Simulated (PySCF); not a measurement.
BGeH₅.
InChI=1S/BGeH5/c1-2/h1H2,2H3

Method: PySCF, TDDFT CAM-B3LYP/def2-SVPD, vertical, gas phase, core orbitals frozen in the response. Geometry: PBE0-D3(BJ)/def2-SVP; no solvent, vibrations or thermal averaging. Relativistic effects, spin–orbit coupling among them, are left out although an element past zinc is present.

Computed states:

| state | E (eV) | f |
| --- | --- | --- |
| S1 | 4.22 | 0.0029 |
| S2 | 5.39 | 0.0011 |
| S3 | 6.60 | 0.0050 |
| S4 | 6.62 | 0.066 |
| S5 | 7.82 | 0.0099 |
| S6 | 8.39 | 0.024 |
| S7 | 8.52 | 0.431 |
| S8 | 8.59 | 0.125 |
| S9 | 8.68 | 0.0009 |
| S10 | 8.90 | 0.199 |

Each state is given a Gaussian of 0.25 eV full width at half maximum, with ε(max) = 2.175×10⁸ f / Δν̃ (Δν̃ the width in cm⁻¹). The cross-section is σ = 3.8235×10⁻²¹ ε cm², given in Mb (10⁻¹⁸ cm²). The width is an assumption, not a result. The curve ends short of the highest state used, and states not computed would add to its high-energy end.

Problem. Give the broadened spectrum and its maxima.

Solution. 
```tsv
E (eV)	σ (Mb)
3.85	0.00
4.00	0.13
4.15	0.94
4.31	0.84
4.46	0.10
4.61	0.00
4.77	0.00
4.92	0.00
5.07	0.01
5.23	0.16
5.38	0.47
5.53	0.18
5.69	0.01
5.84	0.00
5.99	0.00
6.15	0.00
6.30	0.34
6.45	8.47
6.61	29.03
6.76	11.78
6.92	0.50
7.07	0.00
7.22	0.00
7.38	0.00
7.53	0.10
7.68	1.70
7.84	4.01
7.99	1.15
8.14	0.95
8.30	30.40
```

Maxima: 294 nm (4.22 eV), ε about 310, made up of S1 (100%); 230 nm (5.38 eV), ε about 120, made up of S2 (100%); 187 nm (6.62 eV), ε about 7600, made up of S4 (93%); 159 nm (7.82 eV), ε about 1100, made up of S5 (100%) (ε in L mol⁻¹ cm⁻¹; maxima over ε = 5, shares over 10%). At its high-energy end, 8.30 eV, the curve is still rising (ε about 7900, from S6 and S7).

Problem. On this curve, what absorbance would a 10⁻⁴ mol/L sample give at 193 nm over a 1 cm path?

Solution. 193 nm is 6.424 eV, where ε is about 1500 L mol⁻¹ cm⁻¹, so A = ε c l ≈ 0.15 (Beer–Lambert, with the gas-phase spectrum and the assumed width).

Problem. What would ε be at 6.62 eV, the highest of these maxima, with half the width (0.125 eV)?

Solution. About 15100 L mol⁻¹ cm⁻¹ against 7610, a factor of about 1.99; a lone state at its own centre would give exactly 2.

Problem. Coming from long wavelengths, where does ε first pass 100 L mol⁻¹ cm⁻¹?

Solution. At about 305 nm (4.06 eV), 0.16 eV below S1.

The vertical ionisation energy (ΔSCF) is 10.79 eV, 1.90 eV above S10.
